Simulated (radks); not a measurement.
Rh III, configuration [Kr] 4d6.5 5s0.5 (fractional occupations, a model configuration). All-electron calculation, Dirac Kohn-Sham, LDA (Slater exchange, Perdew-Wang correlation), spin-unpolarised, spherical densities, finite nucleus; open shells fill j = l - 1/2 first; Fermi nuclear charge, rms radius 4.4945 fm. Program: a radial shooting solver on a logarithmic mesh with Libxc functionals. Some entries of the table are withheld. Estimate them.

orbital,occ.,eigenvalue (eV),<1/r> (bohr^-1)
1s1/2,2,-23019.08,47.00
2s1/2,2,(1),10.78
2p1/2,2,-3112.519,(2)
2p3/2,4,-2968.136,(3)
3s1/2,2,-618.8744,3.737
3p1/2,2,(4),3.644
3p3/2,4,(5),3.499
3d3/2,4,-327.2954,3.329
3d5/2,6,-322.3879,3.292
4s1/2,2,-105.6541,(6)
4p1/2,2,-76.1985,(7)
4p3/2,4,-72.1681,(8)
4d3/2,4,(9),0.9450
4d5/2,2.5,(10),0.9338
5s1/2,0.5,-20.8606,0.4950

Answer. 
(1) 2s1/2 eigenvalue (eV): -3357.591
(2) 2p1/2 <1/r> (bohr^-1): 10.76
(3) 2p3/2 <1/r> (bohr^-1): 10.17
(4) 3p1/2 eigenvalue (eV): -522.8505
(5) 3p3/2 eigenvalue (eV): -497.9968
(6) 4s1/2 <1/r> (bohr^-1): 1.419
(7) 4p1/2 <1/r> (bohr^-1): 1.300
(8) 4p3/2 <1/r> (bohr^-1): 1.255
(9) 4d3/2 eigenvalue (eV): -27.9808
(10) 4d5/2 eigenvalue (eV): -27.5165
